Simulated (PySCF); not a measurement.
# Polarisability and C₆ of Mn³⁺ (manganese, charge +3)

[Ar] 3d4, high-spin 5D determinant. Computed with PySCF 2.14 in aug-cc-pVDZ-DK (7s6p4d2f, 59 functions), with scalar relativity by spin-free X2C-1e. Coupled (time-dependent) response in atomic units; α is the mean over directions. A double-zeta set is small for polarisabilities.

| method | mean α (bohr³) | α xx, yy, zz | C₆ (like pair) | S(−4) |
| --- | --- | --- | --- | --- |
| UHF | 1.746 | 1.678, 1.678, 1.884 | 4.086 | 0.9615 |
| PBE | 1.964 | 1.878, 1.878, 2.137 | 4.579 | 1.545 |
| PBE0 | 1.886 | 1.806, 1.806, 2.046 | 4.402 | 1.315 |

S(−4) is the Cauchy moment in α(ω) = α(0) + S(−4) ω² + …

α(iu) at UHF:

```csv
u (hartree),α(iu) (bohr³)
0,1.746
0.0500,1.744
0.100,1.737
0.200,1.710
0.300,1.667
0.500,1.555
0.750,1.397
1.00,1.245
1.50,0.9886
2.00,0.7925
3.00,0.5277
5.00,0.2673
```

For an ion, C₆ is the dispersion term alone; charge-induced terms of lower order in 1/R come first.

The components differ because the open shell of this determinant is not spherical; for a pure term their mean is the scalar polarisability.
